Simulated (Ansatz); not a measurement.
The first iterations of a band of ClH + FGeH3 (7 atoms, charge 0, multiplicity 1).

The calculation used RKS PBE-D4/def2-SVP (Ansatz 0.2.0).

* movable images: 5
* climbing image: yes
* spring: 5.0 eV/Å²
* optimiser: quadratic models (default)
* start path: through a guess of the saddle point
* force threshold: 0.05 eV/Å
* iteration limit: 60
* end points: relaxed

Image 0:

```xyz
7
Properties=species:S:1:pos:R:3
Ge 0.222 0.000 -0.162
F 0.042 0.000 1.620
H 1.753 0.000 -0.381
H -0.454 1.295 -0.662
H -0.454 -1.295 -0.662
Cl -2.983 0.000 1.543
H -1.715 0.000 1.896
```

Image 6:

```xyz
7
Properties=species:S:1:pos:R:3
Ge -0.407 0.000 -0.526
F 0.051 -0.002 2.842
H 0.786 0.000 0.446
H -0.505 1.279 -1.386
H -0.504 -1.279 -1.387
Cl -2.208 -0.001 0.760
H -0.803 0.002 2.441
```

| iteration | highest image above the first end (eV) | largest band force component (eV/Å) |
| --- | --- | --- |
| 1 | 1.560 | 4.190 |
| 2 | 1.117 | 1.653 |

**Question.** Does the band converge within its limit, and where does its top end?

**Answer.** The run converged. It ended after 8 iterations with the highest image 0.777 eV above the first end. A vibrational analysis at the climbing image gives 2 clearly imaginary modes (268i, 72i cm⁻¹): a point of higher order, so a lower path passes nearby. The orbitals stay closed-shell, which can raise the energy where a bond breaks towards radicals; this wasn't checked here.

The run took 49 s on 2 threads of Arm Neoverse V1, with other jobs on the host, peak memory 0.12 GiB.
